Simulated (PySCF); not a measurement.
## Calculated properties of `CN(c1pc(co1)C)C`

Compound: C6H10NOP.
Structure used (PBE0-D3(BJ)/def2-SVP), in Å, numbered top down from 1:
```xyz
19
C6H10NOP angstrom
C     -0.110   -2.067   -1.083
C     -1.218   -1.445   -0.296
C     -1.109   -1.008    0.977
O     -2.242   -0.471    1.512
C     -3.261   -0.495    0.646
N     -4.440   -0.016    1.119
C     -5.531    0.072    0.186
C     -4.480    0.811    2.300
P     -2.885   -1.157   -0.927
H      0.820   -2.115   -0.497
H      0.098   -1.496   -2.002
H     -0.367   -3.093   -1.393
H     -0.256   -1.005    1.654
H     -5.597   -0.860   -0.397
H     -5.413    0.911   -0.528
H     -6.473    0.205    0.736
H     -3.728    0.471    3.021
H     -4.287    1.878    2.075
H     -5.472    0.730    2.767
```

Among its groups: aromatic ring with oxygen and amine.

PBE0-D3(BJ)/def2-SVP geometry optimisation, gas phase (PySCF):

| Quantity | Value |
| --- | --- |
| Point group | C1 |
| Rotational constants A, B, C | 3.190, 0.951, 0.745 GHz |

wB97X-D/def2-SVPD ground state, ΔSCF and vertical TDDFT (core frozen in the response) (PySCF):

| Item | Value |
| --- | --- |
| Dipole moment | 2.22 D |
| HOMO energy | -7.00 eV |
| LUMO energy | 1.74 eV |
| HOMO–LUMO gap | 8.74 eV |
| Lowest singlet excitation | 4.77 eV (260 nm, f = 0.256) |
| Strongest line among the 10 lowest singlet transitions | S1 at 4.77 eV (260 nm, f = 0.256) |
| Lowest triplet excitation (Tamm–Dancoff) | 3.21 eV |
| Static isotropic polarisability | 111.7 au |
| Vertical ionisation energy | 7.03 eV |
| Electronic spatial extent ⟨r²⟩ about the centre of nuclear charge | 1566 bohr² |

**PBE0/pcSseg-1 ground state and GIAO shieldings, non-relativistic (PySCF)**

| Quantity | Value |
| --- | --- |
| Lowest Hirshfeld atomic charge | -0.12 e on C1 |
| Highest Hirshfeld atomic charge | +0.07 e on C5 |
| 13C chemical shifts (computed TMS as zero) by class | 201.7 (C5), 142.3 (C2), 137.4 (C3), 38.2 (C7/C8), 14.9 (C1) ppm |
| 1H chemical shifts (computed TMS as zero) by class | 7.00 (H13), 2.85 (H14/H15/H16/H17/H18/H19), 2.21 (H10/H11/H12) ppm |
| Isotropic shieldings of nuclei other than C and H, by class | 171 (N6), 34 (O4), 303 (P9) ppm |
| Mayer bond orders between heavy atoms | C1–C2 1.06, C2–C3 1.66, C3–O4 0.98, O4–C5 1.05, C5–N6 1.06, N6–C7 0.96, N6–C8 0.96, C5–P9 1.38, P9–C2 1.07 |

From delta-SCF UKS SCAN, pcX-2 on the ionised atom, pcseg-1 elsewhere, spin-free X2C; 2p3/2 from a spin–orbit splitting computed afterwards within the 2p shell (PySCF):

| Item | Value |
| --- | --- |
| Core binding energies | P2p3/2 134.9 (P9), C1s 289.8 (C2), C1s 290.6 (C1), C1s 290.9 (C3), C1s 291.8 (C7/C8), C1s 292.1 (C5), N1s 405.4 (N6), O1s 539.4 (O4), P1s 2148.4 (P9) eV |

Monoisotopic mass from the formula: 143.0500 u.

S1 lies 3.97 eV below the HOMO–LUMO gap; its leading configuration is HOMO→LUMO, weight 0.95. With B = h/(8π²I), that is 505.379 GHz u Å² over I, the principal moments of inertia are 158.4, 531.3 and 678.4 u Å² (most abundant isotopes). The polarisability is 16.56 Å³ as a volume (1 au = 0.148185 Å³), or 1.47 au for each of the 76 electrons. The 10 singlets span 4.77 to 6.96 eV, and their oscillator strengths add up to 0.53. The ΔSCF ionisation energy exceeds −ε(HOMO) by 0.03 eV with wB97X-D.

 NMR classes are plain means over equivalent atoms (diastereotopic ones count apart unless rotation or inversion swaps them), as if these changed places fast; in this geometry the members of some classes differ.
